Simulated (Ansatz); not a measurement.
**Molecular dynamics of F₂GeH₂**

Input:

```yaml
crystal:
  periodic: [false, false, false]
  atoms:
    - { symbol: Ge, position_ang: [0.317703, 0.000513, -0.356007] }
    - { symbol: H, position_ang: [0.677372, -0.000452, 1.405295] }
    - { symbol: H, position_ang: [1.650858, -0.000148, 0.383474] }
    - { symbol: F, position_ang: [-0.746839, 1.38947, -0.307675] }
    - { symbol: F, position_ang: [-0.745793, -1.389383, -0.308788] }
basis:
  gaussian: { orbitals: def2-SVPD }
hamiltonian:
  xc: b3lyp
md:
  timestep: 0.5
  n_steps: 190
  ensemble: nve
  temperature: 300.0
  initial_velocities: maxwell_boltzmann
  seed: 11291
```

Command:

```bash
$ ansatz run input.yaml --threads 2 --pin off --max-ram 3072MiB --backend cpu --events-out ev --progress --plain --runs-dir out
```

It starts at the highest image of a converged band. Of that band: Neighbouring images differ by up to 2.3 eV, so the band resolves the path poorly. A vibrational analysis at the climbing image gives one clearly imaginary mode, 1526i cm⁻¹: a first-order saddle point.

Output, in part (one step line in 2, the closing report, with atoms numbered from 0):

```
md step     0: t =     0.00 fs  T =   300.0 K  F+E_penalty+E_count = -61973.41150615 eV  E_kin = 0.116334 eV  conserved = -61973.29517215 eV  (26 SCF iters)
md step     2: t =     1.00 fs  T =   298.8 K  F+E_penalty+E_count = -61973.41103182 eV  E_kin = 0.115865 eV  conserved = -61973.29516662 eV  (29 SCF iters)
md step     4: t =     2.00 fs  T =   295.4 K  F+E_penalty+E_count = -61973.40968617 eV  E_kin = 0.114533 eV  conserved = -61973.29515340 eV  (29 SCF iters)
md step     6: t =     3.00 fs  T =   291.8 K  F+E_penalty+E_count = -61973.40827089 eV  E_kin = 0.113140 eV  conserved = -61973.29513093 eV  (29 SCF iters)
md step     8: t =     4.00 fs  T =   291.7 K  F+E_penalty+E_count = -61973.40822178 eV  E_kin = 0.113127 eV  conserved = -61973.29509438 eV  (29 SCF iters)
md step    10: t =     5.00 fs  T =   301.4 K  F+E_penalty+E_count = -61973.41189928 eV  E_kin = 0.116863 eV  conserved = -61973.29503676 eV  (28 SCF iters)
md step    12: t =     6.00 fs  T =   330.4 K  F+E_penalty+E_count = -61973.42305254 eV  E_kin = 0.128104 eV  conserved = -61973.29494824 eV  (28 SCF iters)
md step    14: t =     7.00 fs  T =   393.7 K  F+E_penalty+E_count = -61973.44747843 eV  E_kin = 0.152661 eV  conserved = -61973.29481727 eV  (28 SCF iters)
md step    16: t =     8.00 fs  T =   513.6 K  F+E_penalty+E_count = -61973.49381201 eV  E_kin = 0.199176 eV  conserved = -61973.29463558 eV  (28 SCF iters)
md step    18: t =     9.00 fs  T =   721.4 K  F+E_penalty+E_count = -61973.57416054 eV  E_kin = 0.279750 eV  conserved = -61973.29441058 eV  (27 SCF iters)
md step    20: t =    10.00 fs  T =  1056.3 K  F+E_penalty+E_count = -61973.70381962 eV  E_kin = 0.409628 eV  conserved = -61973.29419206 eV  (27 SCF iters)
md step    22: t =    11.00 fs  T =  1558.6 K  F+E_penalty+E_count = -61973.89852110 eV  E_kin = 0.604410 eV  conserved = -61973.29411112 eV  (31 SCF iters)
md step    24: t =    12.00 fs  T =  2250.1 K  F+E_penalty+E_count = -61974.16696212 eV  E_kin = 0.872560 eV  conserved = -61973.29440217 eV  (32 SCF iters)
md step    26: t =    13.00 fs  T =  3101.6 K  F+E_penalty+E_count = -61974.49800703 eV  E_kin = 1.202740 eV  conserved = -61973.29526705 eV  (32 SCF iters)
md step    28: t =    14.00 fs  T =  4007.0 K  F+E_penalty+E_count = -61974.85036562 eV  E_kin = 1.553828 eV  conserved = -61973.29653740 eV  (31 SCF iters)
md step    30: t =    15.00 fs  T =  4806.9 K  F+E_penalty+E_count = -61975.16163243 eV  E_kin = 1.864012 eV  conserved = -61973.29762080 eV  (29 SCF iters)
md step    32: t =    16.00 fs  T =  5368.3 K  F+E_penalty+E_count = -61975.37970467 eV  E_kin = 2.081737 eV  conserved = -61973.29796764 eV  (26 SCF iters)
md step    34: t =    17.00 fs  T =  5660.9 K  F+E_penalty+E_count = -61975.49271892 eV  E_kin = 2.195186 eV  conserved = -61973.29753275 eV  (27 SCF iters)
md step    36: t =    18.00 fs  T =  5761.6 K  F+E_penalty+E_count = -61975.53107971 eV  E_kin = 2.234231 eV  conserved = -61973.29684828 eV  (26 SCF iters)
md step    38: t =    19.00 fs  T =  5779.1 K  F+E_penalty+E_count = -61975.53753205 eV  E_kin = 2.241023 eV  conserved = -61973.29650916 eV  (25 SCF iters)
md step    40: t =    20.00 fs  T =  5770.1 K  F+E_penalty+E_count = -61975.53407620 eV  E_kin = 2.237522 eV  conserved = -61973.29655419 eV  (25 SCF iters)
md step    42: t =    21.00 fs  T =  5731.3 K  F+E_penalty+E_count = -61975.51908898 eV  E_kin = 2.222473 eV  conserved = -61973.29661593 eV  (25 SCF iters)
md step    44: t =    22.00 fs  T =  5650.4 K  F+E_penalty+E_count = -61975.48759336 eV  E_kin = 2.191104 eV  conserved = -61973.29648923 eV  (26 SCF iters)
md step    46: t =    23.00 fs  T =  5540.4 K  F+E_penalty+E_count = -61975.44470324 eV  E_kin = 2.148462 eV  conserved = -61973.29624083 eV  (29 SCF iters)
md step    48: t =    24.00 fs  T =  5434.2 K  F+E_penalty+E_count = -61975.40329669 eV  E_kin = 2.107283 eV  conserved = -61973.29601407 eV  (28 SCF iters)
md step    50: t =    25.00 fs  T =  5363.9 K  F+E_penalty+E_count = -61975.37590591 eV  E_kin = 2.080006 eV  conserved = -61973.29589949 eV  (29 SCF iters)
md step    52: t =    26.00 fs  T =  5345.1 K  F+E_penalty+E_count = -61975.36867780 eV  E_kin = 2.072742 eV  conserved = -61973.29593585 eV  (30 SCF iters)
md step    54: t =    27.00 fs  T =  5369.9 K  F+E_penalty+E_count = -61975.37849044 eV  E_kin = 2.082356 eV  conserved = -61973.29613463 eV  (29 SCF iters)
md step    56: t =    28.00 fs  T =  5403.7 K  F+E_penalty+E_count = -61975.39195015 eV  E_kin = 2.095466 eV  conserved = -61973.29648401 eV  (27 SCF iters)
md step    58: t =    29.00 fs  T =  5386.9 K  F+E_penalty+E_count = -61975.38587362 eV  E_kin = 2.088943 eV  conserved = -61973.29693067 eV  (30 SCF iters)
md step    60: t =    30.00 fs  T =  5243.8 K  F+E_penalty+E_count = -61975.33077789 eV  E_kin = 2.033452 eV  conserved = -61973.29732587 eV  (27 SCF iters)
md step    62: t =    31.00 fs  T =  4907.2 K  F+E_penalty+E_count = -61975.20030911 eV  E_kin = 1.902915 eV  conserved = -61973.29739412 eV  (27 SCF iters)
md step    64: t =    32.00 fs  T =  4360.4 K  F+E_penalty+E_count = -61974.98773499 eV  E_kin = 1.690883 eV  conserved = -61973.29685179 eV  (30 SCF iters)
md step    66: t =    33.00 fs  T =  3678.7 K  F+E_penalty+E_count = -61974.72224958 eV  E_kin = 1.426513 eV  conserved = -61973.29573666 eV  (30 SCF iters)
md step    68: t =    34.00 fs  T =  3020.7 K  F+E_penalty+E_count = -61974.46604580 eV  E_kin = 1.171379 eV  conserved = -61973.29466659 eV  (26 SCF iters)
md step    70: t =    35.00 fs  T =  2541.3 K  F+E_penalty+E_count = -61974.27983960 eV  E_kin = 0.985468 eV  conserved = -61973.29437162 eV  (27 SCF iters)
md step    72: t =    36.00 fs  T =  2289.3 K  F+E_penalty+E_count = -61974.18258815 eV  E_kin = 0.887733 eV  conserved = -61973.29485542 eV  (27 SCF iters)
md step    74: t =    37.00 fs  T =  2201.4 K  F+E_penalty+E_count = -61974.14915670 eV  E_kin = 0.853673 eV  conserved = -61973.29548327 eV  (30 SCF iters)
md step    76: t =    38.00 fs  T =  2186.2 K  F+E_penalty+E_count = -61974.14355878 eV  E_kin = 0.847777 eV  conserved = -61973.29578198 eV  (27 SCF iters)
md step    78: t =    39.00 fs  T =  2194.8 K  F+E_penalty+E_count = -61974.14683852 eV  E_kin = 0.851096 eV  conserved = -61973.29574269 eV  (31 SCF iters)
md step    80: t =    40.00 fs  T =  2229.6 K  F+E_penalty+E_count = -61974.16013799 eV  E_kin = 0.864575 eV  conserved = -61973.29556261 eV  (31 SCF iters)
md step    82: t =    41.00 fs  T =  2318.1 K  F+E_penalty+E_count = -61974.19432420 eV  E_kin = 0.898921 eV  conserved = -61973.29540366 eV  (31 SCF iters)
md step    84: t =    42.00 fs  T =  2487.6 K  F+E_penalty+E_count = -61974.25998615 eV  E_kin = 0.964637 eV  conserved = -61973.29534958 eV  (30 SCF iters)
md step    86: t =    43.00 fs  T =  2750.0 K  F+E_penalty+E_count = -61974.36182742 eV  E_kin = 1.066395 eV  conserved = -61973.29543281 eV  (31 SCF iters)
md step    88: t =    44.00 fs  T =  3095.8 K  F+E_penalty+E_count = -61974.49616841 eV  E_kin = 1.200495 eV  conserved = -61973.29567346 eV  (31 SCF iters)
md step    90: t =    45.00 fs  T =  3490.6 K  F+E_penalty+E_count = -61974.64966790 eV  E_kin = 1.353591 eV  conserved = -61973.29607686 eV  (30 SCF iters)
md step    92: t =    46.00 fs  T =  3874.6 K  F+E_penalty+E_count = -61974.79911143 eV  E_kin = 1.502507 eV  conserved = -61973.29660427 eV  (28 SCF iters)
md step    94: t =    47.00 fs  T =  4170.7 K  F+E_penalty+E_count = -61974.91442229 eV  E_kin = 1.617317 eV  conserved = -61973.29710563 eV  (28 SCF iters)
md step    96: t =    48.00 fs  T =  4309.9 K  F+E_penalty+E_count = -61974.96856186 eV  E_kin = 1.671279 eV  conserved = -61973.29728259 eV  (27 SCF iters)
md step    98: t =    49.00 fs  T =  4275.7 K  F+E_penalty+E_count = -61974.95491264 eV  E_kin = 1.658043 eV  conserved = -61973.29686966 eV  (27 SCF iters)
md step   100: t =    50.00 fs  T =  4137.7 K  F+E_penalty+E_count = -61974.90055453 eV  E_kin = 1.604507 eV  conserved = -61973.29604736 eV  (28 SCF iters)
md step   102: t =    51.00 fs  T =  4018.3 K  F+E_penalty+E_count = -61974.85368062 eV  E_kin = 1.558208 eV  conserved = -61973.29547283 eV  (28 SCF iters)
md step   104: t =    52.00 fs  T =  4000.4 K  F+E_penalty+E_count = -61974.84678817 eV  E_kin = 1.551273 eV  conserved = -61973.29551492 eV  (28 SCF iters)
md step   106: t =    53.00 fs  T =  4077.5 K  F+E_penalty+E_count = -61974.87700372 eV  E_kin = 1.581170 eV  conserved = -61973.29583363 eV  (26 SCF iters)
md step   108: t =    54.00 fs  T =  4200.2 K  F+E_penalty+E_count = -61974.92475557 eV  E_kin = 1.628747 eV  conserved = -61973.29600831 eV  (27 SCF iters)
md step   110: t =    55.00 fs  T =  4338.5 K  F+E_penalty+E_count = -61974.97840134 eV  E_kin = 1.682394 eV  conserved = -61973.29600714 eV  (26 SCF iters)
md step   112: t =    56.00 fs  T =  4491.6 K  F+E_penalty+E_count = -61975.03774375 eV  E_kin = 1.741757 eV  conserved = -61973.29598676 eV  (27 SCF iters)
md step   114: t =    57.00 fs  T =  4665.6 K  F+E_penalty+E_count = -61975.10524873 eV  E_kin = 1.809218 eV  conserved = -61973.29603111 eV  (27 SCF iters)
md step   116: t =    58.00 fs  T =  4857.9 K  F+E_penalty+E_count = -61975.17993010 eV  E_kin = 1.883790 eV  conserved = -61973.29613960 eV  (27 SCF iters)
md step   118: t =    59.00 fs  T =  5055.2 K  F+E_penalty+E_count = -61975.25658584 eV  E_kin = 1.960303 eV  conserved = -61973.29628315 eV  (25 SCF iters)
md step   120: t =    60.00 fs  T =  5237.1 K  F+E_penalty+E_count = -61975.32728347 eV  E_kin = 2.030846 eV  conserved = -61973.29643711 eV  (27 SCF iters)
md step   122: t =    61.00 fs  T =  5381.5 K  F+E_penalty+E_count = -61975.38337684 eV  E_kin = 2.086819 eV  conserved = -61973.29655789 eV  (27 SCF iters)
md step   124: t =    62.00 fs  T =  5471.8 K  F+E_penalty+E_count = -61975.41843323 eV  E_kin = 2.121845 eV  conserved = -61973.29658858 eV  (26 SCF iters)
md step   126: t =    63.00 fs  T =  5506.4 K  F+E_penalty+E_count = -61975.43175587 eV  E_kin = 2.135254 eV  conserved = -61973.29650150 eV  (26 SCF iters)
md step   128: t =    64.00 fs  T =  5500.5 K  F+E_penalty+E_count = -61975.42935191 eV  E_kin = 2.132966 eV  conserved = -61973.29638631 eV  (26 SCF iters)
md step   130: t =    65.00 fs  T =  5471.1 K  F+E_penalty+E_count = -61975.41802979 eV  E_kin = 2.121600 eV  conserved = -61973.29642945 eV  (27 SCF iters)
md step   132: t =    66.00 fs  T =  5410.0 K  F+E_penalty+E_count = -61975.39460974 eV  E_kin = 2.097892 eV  conserved = -61973.29671748 eV  (27 SCF iters)
md step   134: t =    67.00 fs  T =  5271.3 K  F+E_penalty+E_count = -61975.34120884 eV  E_kin = 2.044109 eV  conserved = -61973.29710033 eV  (26 SCF iters)
md step   136: t =    68.00 fs  T =  4993.5 K  F+E_penalty+E_count = -61975.23370927 eV  E_kin = 1.936380 eV  conserved = -61973.29732920 eV  (26 SCF iters)
md step   138: t =    69.00 fs  T =  4535.9 K  F+E_penalty+E_count = -61975.05618314 eV  E_kin = 1.758931 eV  conserved = -61973.29725227 eV  (27 SCF iters)
md step   140: t =    70.00 fs  T =  3902.8 K  F+E_penalty+E_count = -61974.81028059 eV  E_kin = 1.513431 eV  conserved = -61973.29684962 eV  (27 SCF iters)
md step   142: t =    71.00 fs  T =  3148.4 K  F+E_penalty+E_count = -61974.51705655 eV  E_kin = 1.220875 eV  conserved = -61973.29618110 eV  (27 SCF iters)
md step   144: t =    72.00 fs  T =  2368.1 K  F+E_penalty+E_count = -61974.21368177 eV  E_kin = 0.918301 eV  conserved = -61973.29538102 eV  (26 SCF iters)
md step   146: t =    73.00 fs  T =  1678.5 K  F+E_penalty+E_count = -61973.94557923 eV  E_kin = 0.650905 eV  conserved = -61973.29467465 eV  (27 SCF iters)
md step   148: t =    74.00 fs  T =  1184.0 K  F+E_penalty+E_count = -61973.75342696 eV  E_kin = 0.459137 eV  conserved = -61973.29429027 eV  (26 SCF iters)
md step   150: t =    75.00 fs  T =   941.8 K  F+E_penalty+E_count = -61973.65952018 eV  E_kin = 0.365200 eV  conserved = -61973.29431999 eV  (27 SCF iters)
md step   152: t =    76.00 fs  T =   946.6 K  F+E_penalty+E_count = -61973.66171893 eV  E_kin = 0.367067 eV  conserved = -61973.29465206 eV  (27 SCF iters)
md step   154: t =    77.00 fs  T =  1146.1 K  F+E_penalty+E_count = -61973.73948786 eV  E_kin = 0.444437 eV  conserved = -61973.29505037 eV  (27 SCF iters)
md step   156: t =    78.00 fs  T =  1476.3 K  F+E_penalty+E_count = -61973.86778208 eV  E_kin = 0.572474 eV  conserved = -61973.29530829 eV  (27 SCF iters)
md step   158: t =    79.00 fs  T =  1893.7 K  F+E_penalty+E_count = -61974.02970555 eV  E_kin = 0.734336 eV  conserved = -61973.29536959 eV  (26 SCF iters)
md step   160: t =    80.00 fs  T =  2385.4 K  F+E_penalty+E_count = -61974.22035752 eV  E_kin = 0.925001 eV  conserved = -61973.29535642 eV  (27 SCF iters)
md step   162: t =    81.00 fs  T =  2951.1 K  F+E_penalty+E_count = -61974.43983194 eV  E_kin = 1.144370 eV  conserved = -61973.29546194 eV  (27 SCF iters)
md step   164: t =    82.00 fs  T =  3575.6 K  F+E_penalty+E_count = -61974.68230288 eV  E_kin = 1.386559 eV  conserved = -61973.29574364 eV  (27 SCF iters)
md step   166: t =    83.00 fs  T =  4220.0 K  F+E_penalty+E_count = -61974.93252182 eV  E_kin = 1.636442 eV  conserved = -61973.29607980 eV  (27 SCF iters)
md step   168: t =    84.00 fs  T =  4837.6 K  F+E_penalty+E_count = -61975.17224367 eV  E_kin = 1.875911 eV  conserved = -61973.29633304 eV  (27 SCF iters)
md step   170: t =    85.00 fs  T =  5393.7 K  F+E_penalty+E_count = -61975.38802674 eV  E_kin = 2.091555 eV  conserved = -61973.29647195 eV  (27 SCF iters)
md step   172: t =    86.00 fs  T =  5871.2 K  F+E_penalty+E_count = -61975.57327362 eV  E_kin = 2.276726 eV  conserved = -61973.29654745 eV  (28 SCF iters)
md step   174: t =    87.00 fs  T =  6263.1 K  F+E_penalty+E_count = -61975.72532847 eV  E_kin = 2.428710 eV  conserved = -61973.29661864 eV  (27 SCF iters)
md step   176: t =    88.00 fs  T =  6562.9 K  F+E_penalty+E_count = -61975.84168000 eV  E_kin = 2.544959 eV  conserved = -61973.29672079 eV  (30 SCF iters)
md step   178: t =    89.00 fs  T =  6758.4 K  F+E_penalty+E_count = -61975.91763343 eV  E_kin = 2.620776 eV  conserved = -61973.29685777 eV  (29 SCF iters)
md step   180: t =    90.00 fs  T =  6830.8 K  F+E_penalty+E_count = -61975.94585625 eV  E_kin = 2.648842 eV  conserved = -61973.29701418 eV  (29 SCF iters)
md step   182: t =    91.00 fs  T =  6757.5 K  F+E_penalty+E_count = -61975.91756581 eV  E_kin = 2.620427 eV  conserved = -61973.29713915 eV  (26 SCF iters)
md step   184: t =    92.00 fs  T =  6520.2 K  F+E_penalty+E_count = -61975.82557489 eV  E_kin = 2.528419 eV  conserved = -61973.29715594 eV  (27 SCF iters)
md step   186: t =    93.00 fs  T =  6117.3 K  F+E_penalty+E_count = -61975.66913635 eV  E_kin = 2.372157 eV  conserved = -61973.29697984 eV  (26 SCF iters)
md step   188: t =    94.00 fs  T =  5575.7 K  F+E_penalty+E_count = -61975.45874128 eV  E_kin = 2.162141 eV  conserved = -61973.29660047 eV  (27 SCF iters)
md step   190: t =    95.00 fs  T =  4951.7 K  F+E_penalty+E_count = -61975.21632243 eV  E_kin = 1.920178 eV  conserved = -61973.29614423 eV  (27 SCF iters)
Total energy: -61975.21657372 eV, -2277.5472007737 hartree
Atom 0 at     0.287074     0.015324    -0.253375 Å, force     0.033831    -0.922784     0.122974 eV/Å
Atom 1 at     1.664766    -0.117880     0.823754 Å, force    -2.422645     0.313341    -0.476178 eV/Å
Atom 2 at     1.040384    -0.021125    -1.523145 Å, force     0.175634     0.109535    -1.288014 eV/Å
Atom 3 at    -0.708181     1.594400    -0.430410 Å, force     1.059308    -2.294656     0.826905 eV/Å
Atom 4 at    -0.687357    -1.643591    -0.446397 Å, force     1.153871     2.794564     0.814313 eV/Å
Dipole moment:     0.534462     0.085802     0.193889 e Å
```

The run went to its last step. The conserved energy stayed within 0.56 meV per atom of its start (net change -0.19 meV per atom), so the integration is sound. The kinetic energy rose, since the run started high on the potential surface and went downhill. A run of 0.095 ps of so small a system gives no equilibrium averages. The orbitals stay closed-shell, which can raise the energy where a bond breaks towards radicals; this wasn't checked here.

Between its relaxed ends the band would form H2–H3 and break Ge1–H2, Ge1–H3. These pairs go: H2–H3 1.41 → 2.43 Å, Ge1–H2 1.80 → 1.75 Å, Ge1–H3 1.52 → 1.48 Å. In the last frame they stand as before the step (other bonds may differ from the relaxed reactants and products). It ends as one piece, F2GeH2. Pairs count as bonded within 1.25 times the sum of covalent radii (0.12 Å more for H–H).

Last frame:

```xyz
5
Properties=species:S:1:pos:R:3
Ge 0.287 0.015 -0.253
H 1.665 -0.118 0.824
H 1.040 -0.021 -1.523
F -0.708 1.594 -0.430
F -0.687 -1.644 -0.446
```

Time of the run: 12 min on 2 threads of Intel(R) Xeon(R) Platinum 8259CL CPU @ 2.50GHz (Skylake/Cascade Lake), with other jobs on the host, peak memory 0.22 GiB.
